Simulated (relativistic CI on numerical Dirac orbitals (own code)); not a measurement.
Au5+: resonant inelastic scattering at the L2,3 edge

Computed with this model: Dirac-Coulomb-Breit CI, orbitals from a KLI potential per configuration, model QED (radiative potential, 1s self-energy scaled to tabulated hydrogen-like ionisation energies), valence Slater integrals scaled by 0.7, Kramers-Heisenberg scattering through one core-hole configuration in a parametric crystal field; configurations [Xe] 4f14 5d6 → [He] 2s2 2p5 3s2 3p6 3d10 4s2 4p6 4d10 4f14 5s2 5p6 5d7; 300 K; core-hole width 5 eV; summed over polarisations. Incident energies are the highest absorption maxima for each field (at most a few, so the weaker spin-orbit partner edge can be absent), on the computed scale of the free ion. Intensities are in per cent of the strongest line above 0.02 eV; levels within 1 cm⁻¹ are merged; final levels count from the ground level, the first row holds all elastic scattering, lines under 0.4 are left out and each table stops after 24 rows. The scale of the Slater integrals is a model choice and moves the terms in proportion.

Field parameters in Wybourne normalisation: D4h B²₀ = −7Ds, B⁴₀ = 21(Dq − Dt), B⁴₄ = 21√(5/14) Dq; Td as Oh with Dq negative (B⁴₀ = 21Dq, B⁴₄ = √(5/14) B⁴₀). The field is a parameter set, without covalency.

S is read from ⟨S²⟩ = S(S + 1).

D4h, 10Dq = 23800, Ds = -890, Dt = 50 cm⁻¹:

```
Final level (eV)  Degeneracy  Irrep     S  11920.9 eV
           0.000           1     A1  0.53      1242.7
           1.403           1     A1  1.23         9.1
           1.500           1     A2  1.20        74.7
           1.701           2      E  1.14        96.3
           1.706           1     B1  1.23         5.9
           1.888           2      E  1.21       100.0
           1.923           1     B2  1.17        18.6
           2.640           1     B2  1.79         7.2
           2.744           2      E  1.68        15.1
           2.871           1     A1  1.38        23.1
           2.898           2      E  1.40        86.7
           2.974           1     A2  1.25        59.5
           3.136           1     B1  1.09         0.8
           3.261           1     A1  1.10         1.9
           3.414           1     A2  1.48        21.1
           3.445           2      E  1.26        60.0
           3.475           1     B2  1.12        23.1
           3.682           2      E  1.29        25.8
           3.694           1     A1  1.70         0.6
           3.855           1     A2  1.15        12.5
           4.092           1     B1  1.44         0.6
           4.096           2      E  1.11        63.4
           4.203           1     B2  1.75         1.4
           4.211           2      E  1.10         4.8
```

Td, 10Dq = -19200 cm⁻¹:

```tsv
Final level (eV)	Degeneracy	Irrep	S	11920.6 eV
0.000	2	E	1.34	1070.2
0.080	3	T2	1.18	58.1
0.221	1	A1	1.49	31.4
0.370	3	T1	1.55	100.0
1.336	3	T2	0.94	25.6
1.390	2	E	0.97	6.4
1.422	1	A2	1.92	21.9
1.680	3	T2	1.71	3.4
1.977	2	E	1.54	10.1
2.060	3	T1	1.45	29.1
2.699	3	T2	1.48	35.0
2.936	3	T1	1.53	39.6
3.027	2	E	1.10	8.1
3.097	3	T1	0.99	21.5
3.188	3	T2	1.08	5.1
3.285	3	T1	1.43	17.1
3.416	3	T2	0.90	25.1
3.486	2	E	1.15	12.3
3.527	3	T1	1.03	9.3
3.583	3	T2	1.24	9.5
3.691	3	T2	0.98	9.4
3.737	3	T1	1.07	10.1
3.813	1	A1	1.04	4.0
4.034	3	T2	0.71	15.5
```

For the first field the strongest loss at the lowest incident energy is the level at 1.89 eV (S = 1.21, against 0.53 in the thermal ground state). Levels of other spin, the first over 8 % at 1.40 eV, appear because spin-orbit coupling of the core hole, and in heavier ions of the valence shell too, mixes spins.
